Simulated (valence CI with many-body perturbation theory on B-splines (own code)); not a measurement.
# E1 line list for Pb75+

Level of theory: configuration interaction combined with many-body perturbation theory (CI+MBPT): five valence electrons over a frozen Dirac-Fock core [He], radial functions for each j: 11 s, 11 p, 10 d, 8 f, 5 g, 2 h, with the one-electron correlation potential Σ1, the two-electron term Σ2, the three-electron term Σ3, Breit, model QED; selected CI, second order for the rest, scaled by the run's own slope (own B-spline code, finite nucleus).

The last digits are not significant, and no measured levels were compared; by estimate large intervals hold to a few tenths of a per cent, small ones and those within an open d or f shell to about a per cent. Among the levels kept, up to 7700 cm⁻¹ of a level comes from second order outside the variational space, and about a tenth of that is noise between levels of different J, which matters for small intervals.

Lines 151 to 200 of 600 in falling wavelength, among levels below 138160 × 10³ cm⁻¹, chosen from the strongest by gf and those to the six lowest levels. Wavelengths and rates use the calculated energies. Electric multipoles are in the length gauge with retardation, E1 and E2 with the static RPA response of the core. Weak lines are less certain than strong ones. Lines between different terms over intervals too small for the method are left out, as are lines whose strength nearly cancels. The highest levels of a list are the least certain.

Levels are named by their leading jj configuration (3d3/2^4 stands for four electrons in 3d with j = 3/2), which in mixed levels can hold well under half, so a name can repeat and another be missing. Letters in brackets count levels of one name in rising energy.

| λ vac (nm) | Upper | Lower | A (s⁻¹) | S (a.u.) with core polarisation | S without |
| --- | --- | --- | --- | --- | --- |
| 1.540 | (2s 2p1/2 2p3/2^2 3p3/2) J=5/2 [e] | (2s 2p1/2 2p3/2^2 3s) J=3/2 [d] | 1.11e+12 | 1.20e-02 | 1.20e-02 |
| 1.540 | (2s 2p1/2^2 2p3/2 3p3/2) J=3/2 [b] | (2s 2p1/2^2 2p3/2 3s) J=3/2 [b] | 1.88e+12 | 1.36e-02 | 1.36e-02 |
| 1.539 | (2s^2 2p1/2^2 3p3/2) J=3/2 | (2s^2 2p1/2^2 3s) J=1/2 | 4.33e+12 | 3.11e-02 | 3.12e-02 |
| 1.538 | (2s 2p1/2 2p3/2^2 3d3/2) J=5/2 [e] | (2s 2p1/2 2p3/2^2 3p1/2) J=5/2 [c] | 1.11e+12 | 1.19e-02 | 1.19e-02 |
| 1.538 | (2s^2 2p1/2 2p3/2 3p3/2) J=3/2 [b] | (2s^2 2p1/2 2p3/2 3s) J=3/2 [b] | 1.46e+12 | 1.05e-02 | 1.05e-02 |
| 1.536 | (2s 2p1/2 2p3/2^2 3p3/2) J=3/2 [a] | (2s 2p1/2 2p3/2^2 3s) J=3/2 [a] | 1.85e+12 | 1.32e-02 | 1.32e-02 |
| 1.536 | (2s 2p1/2 2p3/2^2 3p3/2) J=3/2 [e] | (2s 2p1/2 2p3/2^2 3s) J=3/2 [b] | 7.18e+11 | 5.14e-03 | 5.14e-03 |
| 1.534 | (2s 2p1/2^2 2p3/2 3p3/2) J=3/2 [a] | (2s 2p1/2^2 2p3/2 3s) J=5/2 | 8.70e+11 | 6.20e-03 | 6.20e-03 |
| 1.532 | (2s 2p1/2 2p3/2^2 3p3/2) J=5/2 [b] | (2s 2p1/2 2p3/2^2 3s) J=5/2 [b] | 2.84e+12 | 3.02e-02 | 3.02e-02 |
| 1.528 | (2s 2p1/2 2p3/2^2 3p3/2) J=5/2 [e] | (2s 2p1/2 2p3/2^2 3s) J=3/2 [b] | 1.72e+12 | 1.81e-02 | 1.81e-02 |
| 1.521 | (2s^2 2p1/2 2p3/2 3p3/2) J=5/2 [b] | (2s^2 2p1/2 2p3/2 3s) J=3/2 [b] | 2.22e+12 | 2.31e-02 | 2.31e-02 |
| 1.519 | (2s 2p1/2^2 2p3/2 3p3/2) J=3/2 [b] | (2s 2p1/2^2 2p3/2 3s) J=1/2 | 2.47e+12 | 1.71e-02 | 1.71e-02 |
| 1.509 | (2s 2p1/2^2 2p3/2 3p3/2) J=1/2 [b] | (2s 2p1/2^2 2p3/2 3s) J=1/2 | 3.54e+12 | 1.20e-02 | 1.20e-02 |
| 1.508 | (2s^2 2p1/2 2p3/2 3p3/2) J=3/2 [b] | (2s^2 2p1/2 2p3/2 3s) J=1/2 | 1.32e+12 | 8.92e-03 | 8.92e-03 |
| 1.506 | (2s^2 2p1/2 2p3/2 3p3/2) J=5/2 [b] | (2s^2 2p1/2 2p3/2 3s) J=5/2 | 2.33e+12 | 2.35e-02 | 2.35e-02 |
| 1.495 | (2s 2p1/2^2 2p3/2 3p3/2) J=5/2 [a] | (2s 2p1/2^2 2p3/2 3s) J=5/2 | 2.43e+12 | 2.40e-02 | 2.41e-02 |
| 1.494 | (2s 2p1/2 2p3/2^2 3p3/2) J=3/2 [f] | (2s 2p1/2 2p3/2^2 3s) J=5/2 [c] | 7.12e+11 | 4.69e-03 | 4.69e-03 |
| 1.492 | (2p1/2^2 2p3/2^2 3p3/2) J=3/2 | (2p1/2^2 2p3/2^2 3s) J=3/2 | 3.31e+12 | 2.17e-02 | 2.17e-02 |
| 1.492 | (2s 2p1/2 2p3/2^2 3p3/2) J=3/2 [b] | (2s 2p1/2 2p3/2^2 3s) J=3/2 [a] | 8.03e+11 | 5.26e-03 | 5.27e-03 |
| 1.487 | (2s^2 2p1/2 2p3/2 3p3/2) J=3/2 [b] | (2s^2 2p1/2 2p3/2 3s) J=3/2 [a] | 1.46e+12 | 9.50e-03 | 9.50e-03 |
| 1.486 | (2s 2p1/2 2p3/2^2 3p3/2) J=1/2 [d] | (2s 2p1/2 2p3/2^2 3s) J=3/2 [d] | 1.90e+12 | 6.14e-03 | 6.14e-03 |
| 1.481 | (2s^2 2p3/2^2 3p3/2) J=3/2 [a] | (2s^2 2p3/2^2 3s) J=3/2 | 3.48e+12 | 2.23e-02 | 2.23e-02 |
| 1.479 | (2s 2p1/2 2p3/2^2 3p3/2) J=3/2 [f] | (2s 2p1/2 2p3/2^2 3s) J=3/2 [c] | 2.18e+12 | 1.39e-02 | 1.39e-02 |
| 1.473 | (2s 2p1/2 2p3/2^2 3p3/2) J=5/2 [b] | (2s 2p1/2 2p3/2^2 3s) J=7/2 | 1.15e+12 | 1.09e-02 | 1.09e-02 |
| 1.471 | (2s^2 2p1/2 2p3/2 3p3/2) J=1/2 [b] | (2s^2 2p1/2 2p3/2 3s) J=3/2 [b] | 4.03e+12 | 1.27e-02 | 1.27e-02 |
| 1.470 | (2s 2p1/2 2p3/2^2 3p3/2) J=1/2 [d] | (2s 2p1/2 2p3/2^2 3s) J=1/2 [b] | 2.22e+12 | 6.96e-03 | 6.97e-03 |
| 1.469 | (2p1/2^2 2p3/2^2 3p3/2) J=3/2 | (2p1/2^2 2p3/2^2 3s) J=5/2 | 8.69e+11 | 5.44e-03 | 5.44e-03 |
| 1.459 | (2s^2 2p3/2^2 3p3/2) J=3/2 [a] | (2s^2 2p3/2^2 3s) J=5/2 | 9.13e+11 | 5.60e-03 | 5.60e-03 |
| 1.382 | (2s 2p1/2 2p3/2^2 3p3/2) J=5/2 [e] | (2s 2p1/2 2p3/2^2 3s) J=5/2 [b] | 5.48e+11 | 4.28e-03 | 4.28e-03 |
| 0.4752 | (2s 2p1/2 2p3/2^2 3d5/2) J=9/2 [a] | (2s^2 2p1/2 2p3/2 3d5/2) J=7/2 [a] | 6.85e+12 | 3.63e-03 | 3.63e-03 |
| 0.4748 | (2s 2p1/2 2p3/2^2 3d5/2) J=9/2 [b] | (2s^2 2p1/2 2p3/2 3d5/2) J=7/2 [b] | 4.35e+12 | 2.30e-03 | 2.30e-03 |
| 0.4747 | (2s 2p1/2 2p3/2^2 3p3/2) J=7/2 [b] | (2s^2 2p1/2 2p3/2 3p3/2) J=5/2 [b] | 6.41e+12 | 2.71e-03 | 2.71e-03 |
| 0.4746 | (2s 2p1/2 2p3/2^2 3s) J=5/2 [a] | (2s^2 2p1/2 2p3/2 3s) J=3/2 [a] | 8.30e+12 | 2.63e-03 | 2.63e-03 |
| 0.4744 | (2s 2p1/2 2p3/2^2 3p3/2) J=7/2 [a] | (2s^2 2p1/2 2p3/2 3p3/2) J=5/2 [a] | 5.87e+12 | 2.48e-03 | 2.48e-03 |
| 0.4737 | (2s 2p1/2 2p3/2^2 3p1/2) J=3/2 [a] | (2s^2 2p1/2 2p3/2 3p1/2) J=1/2 | 7.05e+12 | 1.48e-03 | 1.48e-03 |
| 0.4732 | (2s 2p1/2 2p3/2^2 3d3/2) J=5/2 [a] | (2s^2 2p1/2 2p3/2 3d3/2) J=3/2 [a] | 5.40e+12 | 1.69e-03 | 1.70e-03 |
| 0.4725 | (2s 2p1/2 2p3/2^2 3p1/2) J=5/2 [a] | (2s^2 2p1/2 2p3/2 3p1/2) J=3/2 [a] | 7.92e+12 | 2.47e-03 | 2.48e-03 |
| 0.4718 | (2s 2p1/2 2p3/2^2 3d3/2) J=7/2 [a] | (2s^2 2p1/2 2p3/2 3d3/2) J=5/2 [a] | 6.21e+12 | 2.57e-03 | 2.58e-03 |
| 0.4704 | (2s 2p1/2 2p3/2^2 3d5/2) J=11/2 | (2s^2 2p1/2 2p3/2 3d5/2) J=9/2 | 7.05e+12 | 4.35e-03 | 4.35e-03 |
| 0.4700 | (2s 2p1/2 2p3/2^2 3s) J=7/2 | (2s^2 2p1/2 2p3/2 3s) J=5/2 | 8.23e+12 | 3.37e-03 | 3.38e-03 |
| 0.4697 | (2s 2p1/2 2p3/2^2 3d3/2) J=5/2 [b] | (2s^2 2p1/2 2p3/2 3d3/2) J=3/2 [b] | 5.75e+12 | 1.76e-03 | 1.77e-03 |
| 0.4695 | (2s 2p1/2 2p3/2^2 3p1/2) J=5/2 [b] | (2s^2 2p1/2 2p3/2 3p1/2) J=3/2 [b] | 7.44e+12 | 2.28e-03 | 2.28e-03 |
| 0.4695 | (2s 2p1/2 2p3/2^2 3d3/2) J=7/2 [b] | (2s^2 2p1/2 2p3/2 3d3/2) J=5/2 [b] | 5.89e+12 | 2.41e-03 | 2.41e-03 |
| 0.4690 | (2s 2p1/2 2p3/2^2 3p3/2) J=9/2 | (2s^2 2p1/2 2p3/2 3p3/2) J=7/2 | 7.13e+12 | 3.63e-03 | 3.63e-03 |
| 0.4687 | (2s 2p1/2 2p3/2^2 3d3/2) J=9/2 | (2s^2 2p1/2 2p3/2 3d3/2) J=7/2 | 7.08e+12 | 3.60e-03 | 3.61e-03 |
| 0.4686 | (2s 2p1/2 2p3/2^2 3p1/2) J=7/2 | (2s^2 2p1/2 2p3/2 3p1/2) J=5/2 | 7.97e+12 | 3.24e-03 | 3.24e-03 |
| 0.4667 | (2s 2p1/2 2p3/2^2 3d5/2) J=7/2 [b] | (2s^2 2p1/2 2p3/2 3d5/2) J=5/2 [b] | 3.63e+12 | 1.46e-03 | 1.46e-03 |
| 0.4657 | (2s 2p1/2 2p3/2^2 3s) J=5/2 [b] | (2s^2 2p1/2 2p3/2 3s) J=3/2 [b] | 4.94e+12 | 1.48e-03 | 1.48e-03 |
| 0.4655 | (2s 2p1/2^2 2p3/2^2) J=5/2 | (2s^2 2p1/2^2 2p3/2) J=3/2 | 8.19e+12 | 2.45e-03 | 2.45e-03 |
| 0.4651 | (2p1/2^2 2p3/2^2 3p3/2) J=5/2 | (2s 2p1/2^2 2p3/2 3p3/2) J=3/2 [b] | 1.42e+13 | 4.24e-03 | 4.25e-03 |
